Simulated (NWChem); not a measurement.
Species: AlHICl; SMILES [Cl][AlH][I]

```xyz
4

Al     0.8464     1.0940     0.0000
Cl    -0.4552     2.7376     0.0000
H      2.3995     1.3228     0.0000
I     -0.1069    -1.1714     0.0000
```
Atoms are numbered in this order, from 1.

Computed with NWChem. The geometry was optimised at PBE0/def2-SVP. def2 effective core potentials on I; no spin-orbit coupling. Ions are spin-unrestricted doublets at the neutral geometry; other ion states weren't tried.

For level BHandHLYP/def2-SVP:

| Item | Value |
|---|---|
| −ε(HOMO) (eV) | 8.89 |

Question: What are these values for level B3LYP/def2-SVP?

Answer: 
- −ε(HOMO) (eV): 7.64
